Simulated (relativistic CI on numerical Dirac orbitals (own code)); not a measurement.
**Hyperfine structure of Tl VIII, mass number 204**

Method of calculation: Dirac-Coulomb-Breit CI, orbitals from a KLI potential per configuration, model QED (radiative potential, 1s self-energy scaled to tabulated hydrogen-like ionisation energies), unscaled Slater integrals (own radial code, finite nucleus).

CI space (outside the closed core [Kr] 4d10 4f14 5s2): 5p6.5d6, 5p6.5d5.6s, 5p6.5d5.5f, 5p6.5d5.6p, 5p5.5d7, 5p6.5d4.6s.6p, 5p6.5d5.5g, 5p6.5d5.6d, 5p6.5d5.7p, 5p6.5d4.6s2, 5p6.5d3.5f.6s2, 5p6.5d3.6s2.6p, 5p6.5d3.5g.6s2, 5p6.5d3.6s2.6d. Double excitations out of closed p, d and f shells are left out; levels of such configurations are missing from the list, as are those of other unlisted configurations, and high levels can miss mixing partners.

Nuclear spin I = 2, μ = 0.09 μN (tables of Stone and Pyykkö). The electronic factors are computed for point nuclear moments, without core polarisation or the Bohr-Weisskopf and QED corrections.

```tsv
Level	E (cm⁻¹)	A (MHz)
5p6.5d6 5D_4	0.0	55.5
5p6.5d6 5D_3	13193.7	33.59
5p6.5d6 5D_1	18038.5	44.47
5p6.5d6 3G_5	31586.8	83.29
5p6.5d6 3H_6	31977.7	91.61
5p6.5d6 3F_2	39457.0	106.3
5p6.5d6 3H_4	47085.4	94.06
5p6.5d6 3D_1	48880.4	101.5
```

Levels with J = 0, under 50 % of one LS term, or S terms without an open s electron are left out. Small factors come from cancelling terms and can be off by tens of per cent or more.

At this charge configurations can still be misplaced by up to about 7 % of their energy. Terms inside the open d or f shell come out 10 to 20 % too wide with unscaled integrals. Levels and lines within the n = 5 or 6 shells can be off by up to 10 % or somewhat more, and those that change n by about 2 %, since core polarisation is missing.

Question: Give the hyperfine levels of 5p6.5d6 5D_4 relative to its centre of gravity.

Answer: With K = F(F + 1) − I(I + 1) − J(J + 1), E = AK/2: F = 2: -555, F = 3: -388.5, F = 4: -166.5, F = 5: 111, F = 6: 444 MHz.

LS names give the leading component of a level, which can be under half, so a name can repeat, a term be missing and a line seem to break the LS rules.
